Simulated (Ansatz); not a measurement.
A series at Sn: from `[SiH3][SnH]([SiH3])[SiH3]`, ligands are replaced one by one, each step taking up H₂ and setting free SiH₄; n counts the steps. Ansatz, PBE0-D4/def2-TZVP geometries.

```tsv
n	molecule	HOMO energy, ωB97M-V/def2-TZVPP (eV)
0	`[SiH3][SnH]([SiH3])[SiH3]`	-9.54
1	`[SiH3][SnH2][SiH3]`	?
2	`[SiH3][SnH3]`	-10.00
3	`[SnH4]`	-11.38
```

**Question.** By hand: fit a straight line y = ȳ + b (n − n̄) to the 3 given rows and predict n = 1.

**Answer.** n̄ = 1.667, ȳ = -10.307; Σ(n − n̄)(y − ȳ) = -2.607, Σ(n − n̄)² = 4.667, so b = -0.559 eV a step. Prediction: -10.307 + (-0.559) × (-0.667) = -9.93 eV.

**Question.** By hand: compare with the computed value, -9.58 eV, and give the steps along the whole series.

**Answer.** The line misses by 0.35 eV (computed minus predicted). Steps: -0.04, -0.42, -1.38 eV.

One step carries most of the change, so a line is a poor guide. The highest orbital can change its character along such a series. The miss is 19.0 % of the series' range.
